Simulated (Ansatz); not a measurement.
One change: `C[SiH2][SiH2]CF` becomes `FC[SiH2][SiH3]`.

Ansatz, PBE0-D4/def2-TZVP geometries, multiplicity 1. Each molecule was computed in one conformer, which needn't be the lowest.

| property | `C[SiH2][SiH2]CF` |
| --- | --- |
| HOMO energy (PBE0/def2-TZVPP) / eV | -7.95 |
| HOMO energy (PBE/def2-TZVPP) / eV | -6.77 |
| HOMO–LUMO gap (B3LYP/def2-TZVPP) / eV | 7.51 |
| LUMO energy (ωB97M-V/def2-TZVPP) / eV | 1.56 |
| HOMO–LUMO gap (PBE0/def2-TZVPP) / eV | 7.90 |
| HOMO energy (ωB97M-V/def2-TZVPP) / eV | -10.00 |

Q: Give the same properties after the change, and the shifts. (An estimate is asked.)

A: The calculation gave: 
```
                             property  `FC[SiH2][SiH3]`  shift
   HOMO energy (PBE0/def2-TZVPP) / eV             -8.26  -0.31
    HOMO energy (PBE/def2-TZVPP) / eV             -7.04  -0.27
HOMO–LUMO gap (B3LYP/def2-TZVPP) / eV              7.83   0.32
LUMO energy (ωB97M-V/def2-TZVPP) / eV              1.64   0.08
 HOMO–LUMO gap (PBE0/def2-TZVPP) / eV              8.22   0.32
HOMO energy (ωB97M-V/def2-TZVPP) / eV            -10.33  -0.33
```

Positive LUMOs are unbound, so they and the gaps depend on the basis.

B3LYP here is the variant with VWN-RPA as its local correlation; programs differ in this.
